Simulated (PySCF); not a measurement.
C6H16Si, SMILES C(C)[SiH2]C(C)(C)C (GFN2-xTB optimised geometry):

```
23

C      2.695    -1.364     0.000
C      1.172    -1.361    -0.003
Si     0.465     0.405     0.000
C     -1.453     0.405     0.000
C     -1.951     1.850     0.000
C     -1.995    -0.300    -1.244
C     -1.995    -0.300     1.244
H      3.080    -0.846    -0.875
H      3.076    -0.858     0.884
H      3.085    -2.381    -0.006
H      0.821    -1.907    -0.880
H      0.818    -1.912     0.869
H      0.938     1.120    -1.195
H      0.938     1.116     1.198
H     -1.593     2.381     0.879
H     -1.599     2.380    -0.882
H     -3.041     1.881     0.003
H     -1.631     0.179    -2.150
H     -1.693    -1.345    -1.262
H     -3.085    -0.265    -1.258
H     -1.633     0.181     2.150
H     -1.690    -1.344     1.264
H     -3.085    -0.268     1.256
```

Calculation: PBE/def2-SVP in PySCF 2.14.0.

Question: What are the frontier orbital energies and the dipole moment?

Answer: HOMO-2 -7.66 eV, HOMO-1 -7.07 eV, HOMO -6.32 eV, LUMO 0.56 eV, LUMO+1 0.67 eV; dipole moment 0.65 D.

Meta-Löwdin charges at PBE/def2-SVP: C1 -0.29, C2 -0.39, Si3 0.57, C4 -0.13, C5 -0.30, C6 -0.30, C7 -0.30, H8 0.10, H9 0.10, H10 0.10, H11 0.10, H12 0.10, H13 -0.10, H14 -0.10, H15 0.10, H16 0.10, H17 0.09, H18 0.10, H19 0.09, H20 0.09, H21 0.10, H22 0.09, H23 0.09.
